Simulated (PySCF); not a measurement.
**Magnetisability: SMILES CCCCS(C)(=O)=O, C$_{5}$H$_{12}$O$_{2}$S**

Geometry:
```
atom   x (Å)   y (Å)   z (Å)
  C1  -3.035  -0.151  -0.488
  C2  -1.620  -0.568  -0.108
  C3  -0.820   0.608   0.449
  C4   0.610   0.217   0.769
  S5   1.519  -0.058  -0.790
  C6   3.266   0.008  -0.280
  O7   1.259  -1.382  -1.285
  O8   1.266   1.046  -1.674
  H9  -3.556   0.270   0.370
 H10  -3.011   0.598  -1.276
 H11  -3.600  -1.008  -0.846
 H12  -1.106  -0.963  -0.984
 H13  -1.662  -1.362   0.642
 H14  -1.308   0.993   1.350
 H15  -0.789   1.410  -0.291
 H16   0.670  -0.710   1.332
 H17   1.141   1.015   1.282
 H18   3.496   1.019   0.028
 H19   3.409  -0.700   0.525
 H20   3.866  -0.272  -1.137
```

Theory: PySCF 2.14.0, GIAO B3LYP/pcSseg-1 magnetisability, rotational g tensor and spin-rotation constants, non-relativistic, gas phase. Geometry: GFN2-xTB.

(1) What are the magnetisability and the molar susceptibility?

(2) Split it along the inertial axes a, b, c into diamagnetic and paramagnetic parts about the centre of mass, with the quadrupole moment.

(3) And the rotational g tensor?

Results:

(1) Isotropic -1409 × 10⁻³⁰ J/T², or -84.8 × 10⁻⁶ cm³/mol; principal values -1495, -1397, -1334 × 10⁻³⁰ J/T², anisotropy 141 × 10⁻³⁰ J/T² (root of half the summed squared differences of the principal values). The susceptibility is in cgs units.

(2) 
```csv
axis,χ (10⁻⁶ cm³/mol),diamagnetic (10⁻⁶ cm³/mol),paramagnetic (10⁻⁶ cm³/mol),summed x² of all electrons (Å²),quadrupole Θ (D Å)
a,-88.6,-465.0,376.4,284.7,+10.12
b,-85.2,-1415.8,1330.6,60.6,-2.46
c,-80.7,-1465.3,1384.6,49.0,-7.65
```
Anisotropies 2χaa − χbb − χcc = -11.4 and 2χbb − χaa − χcc = -1.1 × 10⁻⁶ cm³/mol. Θ is traceless in Buckingham's convention.

(3) 
| axis | rotational constant (GHz) | g | nuclear part | electronic part |
| --- | --- | --- | --- | --- |
| a | 3.5430 | -0.0314 | 0.5951 | -0.6265 |
| b | 0.9626 | -0.0067 | 0.5950 | -0.6017 |
| c | 0.9293 | -0.0071 | 0.5973 | -0.6045 |

Asymmetric top; isotopes 12C, 1H, 16O, 32S; no vibrational averaging.
